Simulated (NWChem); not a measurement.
System: CH3AlClI; SMILES [CH3][Al]([Cl])[I]

```xyz
7

Al    -0.4696     1.0579     0.0051
Cl     1.0916     2.4683    -0.0030
I      0.1788    -1.3245    -0.0043
C     -2.3183     1.6329     0.0038
H     -3.0127     0.8010     0.1941
H     -2.5715     2.0740    -0.9749
H     -2.4822     2.4144     0.7632
```
Atoms are numbered in this order, from 1.

Level: PBE0/def2-SVP with def2 effective core potentials on I (NWChem), optimised geometry, unscaled harmonic frequencies. def2 effective core potentials on I; no spin-orbit coupling.

### Question
List the harmonic frequencies with IR intensities, and the thermochemistry.

### Answer
```json
[
 {"frequency (cm⁻¹)": "15", "IR intensity (km/mol)": "0.0"},
 {"frequency (cm⁻¹)": "118", "IR intensity (km/mol)": "3.9"},
 {"frequency (cm⁻¹)": "141", "IR intensity (km/mol)": "2.3"},
 {"frequency (cm⁻¹)": "176", "IR intensity (km/mol)": "13.1"},
 {"frequency (cm⁻¹)": "310", "IR intensity (km/mol)": "31.2"},
 {"frequency (cm⁻¹)": "530", "IR intensity (km/mol)": "101.2"},
 {"frequency (cm⁻¹)": "650", "IR intensity (km/mol)": "38.3"},
 {"frequency (cm⁻¹)": "683", "IR intensity (km/mol)": "85.2"},
 {"frequency (cm⁻¹)": "717", "IR intensity (km/mol)": "121.8"},
 {"frequency (cm⁻¹)": "1210", "IR intensity (km/mol)": "18.7"},
 {"frequency (cm⁻¹)": "1414", "IR intensity (km/mol)": "2.1"},
 {"frequency (cm⁻¹)": "1419", "IR intensity (km/mol)": "3.7"},
 {"frequency (cm⁻¹)": "3053", "IR intensity (km/mol)": "0.2"},
 {"frequency (cm⁻¹)": "3153", "IR intensity (km/mol)": "0.2"},
 {"frequency (cm⁻¹)": "3176", "IR intensity (km/mol)": "0.3"}
]
```

```json
{
 "zero_point_energy": "24.0 kcal/mol",
 "thermal correction to the enthalpy at 298.15 K (with zero-point energy)": "28.8 kcal/mol",
 "heat capacity Cv": "19.5 cal/(mol K)",
 "entropy at 298.15 K and 1 atm (symmetry number 1)": "89.5 cal/(mol K)"
}
```

Rigid rotor and harmonic oscillator; modes under 100 cm⁻¹ make the entropy uncertain.
